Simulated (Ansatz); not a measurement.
Geometry optimisation, RKS B3LYP-D4/6-31G* (Ansatz).

The input (input.yaml):

```yaml
crystal:
  periodic: [false, false, false]
  atoms:
    - { symbol: B, position_ang: [0.0, 0.0, 0.0] }
    - { symbol: C, position_ang: [0.0, 0.0, 1.6] }
    - { symbol: H, position_ang: [-0.9996, -0.3092, 1.9705] }
    - { symbol: H, position_ang: [0.7676, -0.7111, 1.9705] }
    - { symbol: H, position_ang: [0.232, 1.0203, 1.9705] }
    - { symbol: C, position_ang: [1.3856, 0.0, -0.8] }
    - { symbol: H, position_ang: [1.7152, -1.0462, -0.9702] }
    - { symbol: H, position_ang: [1.2491, 0.508, -1.7774] }
    - { symbol: H, position_ang: [2.1552, 0.5381, -0.2082] }
    - { symbol: F, position_ang: [-1.1431, 0.0, -0.66] }
basis:
  gaussian: { orbitals: "6-31G*" }
hamiltonian:
  xc: b3lyp
  dispersion: d4
relax:
  f_tol: 0.02
  max_steps: 40
```

Command:

```bash
$ ansatz run input.yaml --threads 1 --pin off --max-ram 2048MiB --backend cpu --events-out ev --progress --plain --runs-dir out
```

Q: Where does it end, and by what steps?

A: It converged. After 4 steps the energy has fallen by 0.088 eV; H9 moved furthest, 0.08 Å.

| step | energy less start (eV) | largest force component (eV/Å) | accepted |
| --- | --- | --- | --- |
| 0 | 0.0000 | 1.447 | yes |
| 1 | -0.0764 | 0.560 | yes |
| 2 | -0.0874 | 0.069 | yes |
| 3 | -0.0880 | 0.088 | yes |
| 4 | -0.0883 | 0.019 | yes |

```xyz
10
Properties=species:S:1:pos:R:3
B 0.039 0.006 0.024
C -0.024 -0.022 1.595
H -1.004 -0.313 1.987
H 0.743 -0.679 2.023
H 0.200 0.986 1.979
C 1.375 0.026 -0.807
H 1.695 -1.013 -0.981
H 1.257 0.490 -1.792
H 2.199 0.515 -0.275
F -1.118 0.004 -0.656
```

Whether the end is a true minimum wasn't checked by a vibrational analysis.

Run time: 16 s on 1 thread of Arm Neoverse V1, on a shared host, peak memory 0.12 GiB.
